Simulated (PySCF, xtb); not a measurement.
NSi, SMILES [Si]#N, multiplicity 2.

Harmonic wavenumbers (cm⁻¹) from GFN2-xTB in xtb at its own minimum, in rising order: 1492.

Question: What does PySCF with PBE-D3(BJ)/def2-TZVPD give at its own minimum? (An estimate is asked for; the answer gives what the named calculation found.)

Answer: 1150. Paired by order, the mean absolute difference is 342 cm⁻¹ and the zero-point energies are 2.1 and 1.6 kcal/mol.
